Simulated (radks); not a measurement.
The numbers below are computed, except where a source is named.
Neutral cerium inside a hard spherical wall (all orbitals vanish at R), configuration held at [Xe] 4f1 5d1 6s2 and not refilled when levels cross. Code: a radial shooting solver on a logarithmic mesh with Libxc functionals. Model: scalar-relativistic Kohn-Sham, LDA (Slater exchange, Perdew-Wang correlation), spin-polarised, spherical densities, point nucleus; open shells are filled with parallel spins first (spin-orbit coupling, left out, can overturn this in heavy ions). Eigenvalues in eV for spin up, with the zero of energy where the potential of the charges vanishes at infinity; a dash marks a level that is unbound or too diffuse for the functional's potential to be trusted. A positive occupied level is held by the wall or, in an anion where self-interaction has pushed it up, behind a barrier. The pressure on the wall is -dE/dV.

R (bohr)  E (hartree)  kinetic (hartree)    e(5p)   e(4f)   e(6s)   e(5d)  e(6p, empty)  e(7s, empty)  pressure (GPa)
free       -8853.8990           9382.408  -23.599  -5.931  -4.025  -3.419        -1.480        -0.097               0
20         -8853.8990           9382.408  -23.599  -5.931  -4.025  -3.419        -1.479         0.019        < 0.0001
15         -8853.8989           9382.409  -23.596  -5.928  -4.023  -3.417        -1.469         0.357        0.000225
12         -8853.8985           9382.413  -23.561  -5.893  -3.996  -3.386        -1.391         1.149         0.00742
8          -8853.8765           9382.558  -22.828  -5.130  -3.318  -2.742        -0.164         6.559           0.778
3          -8848.8867           9401.045   -1.086  19.631  53.952  25.493        70.926        166.06            2020
2.5        -8842.4268           9422.368   17.512  36.872  108.50  50.482        131.59        282.52            7600
